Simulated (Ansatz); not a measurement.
`[SnH3][I]` + `FCC1=CC1` → `F[CH2][SnH3]` + `IC1=CC1` at 500 K and 1 bar (formal exchange of groups at the Sn–I bond).

Calculated with Ansatz (gas phase, PBE0-D4/def2-TZVP geometries, no zero-point term in ΔE). CCSD(T)/CBS is the MP2 limit (def2-TZVPP, def2-QZVPP) plus CCSD(T) − MP2 in def2-TZVPP, frozen cores. def2 core potentials past Kr. For I, Sn outer-core shells are correlated without core-valence functions, which leaves a few kJ/mol of doubt a bond. Each species was taken in one conformer, which may not be the lowest.

```
       species  CCSD(T)/CBS energy (Eh)  H − E (kJ/mol)  S (J/(mol·K))
   `[SnH3][I]`               -513.29032            82.4          331.9
    `FCC1=CC1`               -254.90435           241.3          356.3
`F[CH2][SnH3]`               -354.83026           165.8          367.5
     `IC1=CC1`               -413.29872           153.8          342.3
```

H − E and S are ideal-gas, rigid-rotor, harmonic terms from PBE0-D4/def2-TZVP, for one conformer and one mirror image of each species. 1 Eh = 2625.50 kJ/mol, R = 8.31446 J/(mol·K).

Question: By hand: ΔE, ΔH, ΔS and ΔG.

Answer: ΔE = (-354.83026) + (-413.29872) − (-513.29032) − (-254.90435) = 0.06569 Eh = 172.5 kJ/mol. Δ(H − E) = 165.8 + 153.8 − 82.4 − 241.3 = -4.1, so ΔH = 168.4 kJ/mol. ΔS = 367.5 + 342.3 − 331.9 − 356.3 = 21.6 J/(mol·K). ΔG = 168.4 − 500 × (21.6)/1000 = 157.6 kJ/mol.

Question: By hand: the equilibrium constant, and the temperature at which ΔG would vanish if ΔH and ΔS stayed fixed.

Answer: log₁₀ K = −ΔG/(RT ln 10) = -16.5. ΔG = 0 at ΔH/ΔS = 7796 K, far beyond where these terms or the molecules hold.

ΔH outweighs TΔS. A doubt of 5 kJ/mol in ΔE shifts log₁₀ K by 0.5 here. Other conformers and mirror images would add mixing entropy, several J/(mol·K) or more a flexible species. These are equilibria of isolated gas molecules and say nothing of rates. Largest T1 diagnostic: 0.013 (customary marks: 0.02 for closed shells, 0.045 for open ones).
